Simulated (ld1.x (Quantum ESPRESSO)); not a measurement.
**An all-electron radial function and its pseudo partner (titanium)**

Columns: radius, all-electron u(r) and pseudo u(r) of the 3p shell (level -40.54 eV) of titanium in the configuration [Ne] 3s2 3p6 3d2 4s1.75 4p0; PBE, scalar-relativistic, RRKJ scheme, ld1.x (Quantum ESPRESSO) 7.5.

| r (bohr) | all-electron | pseudo |
| --- | --- | --- |
| 0.155 | 0.5210 | -0.0778 |
| 0.310 | 0.2222 | -0.2860 |
| 0.465 | -0.3559 | -0.5585 |
| 0.620 | -0.7816 | -0.8125 |
| 0.775 | -0.9904 | -0.9794 |
| 0.930 | -1.0319 | -1.0293 |
| 1.085 | -0.9731 | -0.9773 |
| 1.240 | -0.8655 | -0.8671 |
| 1.395 | -0.7419 | -0.7419 |
| 1.550 | -0.6203 | -0.6203 |
| 1.705 | -0.5097 | -0.5097 |
| 1.860 | -0.4138 | -0.4138 |
| 2.015 | -0.3329 | -0.3329 |
| 2.170 | -0.2660 | -0.2660 |
| 2.325 | -0.2114 | -0.2114 |
| 2.480 | -0.1674 | -0.1674 |
| 2.635 | -0.1322 | -0.1322 |
| 2.790 | -0.1042 | -0.1042 |
| 2.945 | -0.0818 | -0.0818 |
| 3.100 | -0.0642 | -0.0642 |
| 3.255 | -0.0503 | -0.0503 |
| 3.410 | -0.0393 | -0.0393 |
| 3.565 | -0.0306 | -0.0306 |
| 3.720 | -0.0239 | -0.0239 |
| 3.875 | -0.0186 | -0.0186 |
| 4.030 | -0.0144 | -0.0144 |

Question: How many radial nodes do the two functions have?

Answer: The all-electron 3p function has n − l − 1 = 1; the pseudo-wave has 0, since the states of the same l below it are removed with the core.

Question: At about which radius was the pseudo-wave matched?

Answer: 1.40 bohr, where the columns begin to agree (steps of 0.15 bohr).

Question: Is the pseudo-wave norm-conserving?

Answer: Yes: the RRKJ scheme keeps the norm inside the radius equal to the all-electron one, which fixes the energy derivative of the logarithmic derivative at the level.
